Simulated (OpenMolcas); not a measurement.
Ionisation energies of tungsten

```json
{
  "Program": "OpenMolcas 26.06",
  "Basis": "ANO-RCC-VQZP [9s8p6d4f3g2h]",
  "Scalar Hamiltonian": "DKH2, point nucleus",
  "Spin-orbit coupling": "RASSI with atomic mean-field integrals over the reference wave functions, term energies averaged over their components"
}
```

Active shells in each charge state: the valence d shell, with orbitals averaged over the low states. Where CASPT2's correlated closed shells are named, they are those of the first ion.

A. CASSCF
B. SS-CASPT2, IPEA 0.25 Eh, imaginary shift 0.1 Eh (closed shells correlated: 5s 5p)
C. SS-CASPT2, IPEA 0 Eh, imaginary shift 0.1 Eh (closed shells correlated: 5s 5p)
D. SS-CASPT2, IPEA 0.25 Eh, imaginary shift 0.1 Eh (closed shells correlated: 4f 5s 5p)
E. SS-CASPT2, IPEA 0.25 Eh, imaginary shift 0.1 Eh (closed shells correlated: none)

Energies in eV between the lowest computed levels, named as in B; reference values from the NIST Atomic Spectra Database with their kind.

| From | To | A | B | C | D | E | Spin-orbit share in B | Reference |
| --- | --- | --- | --- | --- | --- | --- | --- | --- |
| W2+ 5d4 5D0 | W3+ 5d3 4F 3/2 | 24.571 | 25.453 | 25.525 | 25.723 | 25.056 | -0.233 | 26.000 (semi-empirical) |
| W3+ 5d3 4F 3/2 | W4+ 5d2 3F2 | 36.724 | 37.466 | 37.534 | 37.805 | 36.981 | -0.284 | 38.200 (semi-empirical) |
| W4+ 5d2 3F2 | W5+ 5d 2D 3/2 | 50.368 | 51.157 | 51.226 | 51.569 | 50.530 | +0.346 | 51.600 (semi-empirical) |
| W5+ 5d 2D 3/2 | W6+ 5p6 1S0 | 63.643 | 64.374 | 64.425 | 64.842 | 63.643 | +0.642 | 64.770 (semi-empirical) |

The lowest level within the active space need not be the ion's true ground level.
